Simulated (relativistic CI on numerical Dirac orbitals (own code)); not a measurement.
Hyperfine structure of Nb33+, mass number 93

Computed by Dirac-Coulomb-Breit CI, KLI orbitals optimised for each configuration, QED by a radiative potential, unscaled Slater integrals (own radial code, finite nucleus).

Configuration list (outside the closed core 1s2): 2s2 2p4, 2s 2p5, 2p6, 2p5 3s, 2p5 3p, 2p5 3d, 2s2 2p3 3s, 2s2 2p3 3p, 2s2 2p3 3d, 2s 2p4 3s, 2s 2p4 3p, 2s 2p4 3d, 2s2 2p3 4s, 2s2 2p3 4p, 2s2 2p3 4d, 2s2 2p3 4f. Levels of other configurations are missing.

Nuclear spin I = 9/2, μ = 6.163 μN, Q = -0.32 b (tables of Stone and Pyykkö). The electronic factors are computed for point nuclear moments, without core polarisation or the Bohr-Weisskopf and QED corrections.

| Level | E (eV) | A (GHz) | B (GHz) |
| --- | --- | --- | --- |
| 2s2 2p4 3P_2 | 0.000 | 162.3 | -19.6 |
| 2s2 2p4 3P_1 | 95.789 | -31.28 | 36.1 |
| 2s2 2p4 1D_2 | 109.819 | 370.8 | 92.2 |
| 2s 2p5 3P°_2 | 279.062 | 892.4 | 71.9 |
| 2s 2p5 3P°_1 | 311.864 | -321.5 | -0.433 |
| 2s 2p5 1P°_1 | 411.074 | 1776 | 36.5 |

Levels with J = 0, under 50 % of one LS term, or S terms without an open s electron are left out. Small factors come from cancelling terms and can be off by tens of per cent or more.

At this charge energies of transitions that change n are usually good to better than 1 %, and those within a shell (Δn = 0) to a few per cent.

Give the hyperfine levels of 2s2 2p4 3P_2 relative to its centre of gravity.

With K = F(F + 1) − I(I + 1) − J(J + 1), E = AK/2 + B[¾K(K + 1) − I(I + 1)J(J + 1)]/[2I(2I − 1)J(2J − 1)]: F = 5/2: -1794, F = 7/2: -1217, F = 9/2: -481, F = 11/2: 411.4, F = 13/2: 1455 GHz.

LS names give the leading component of a level, which can be under half, so a name can repeat, a term be missing and a line seem to break the LS rules.
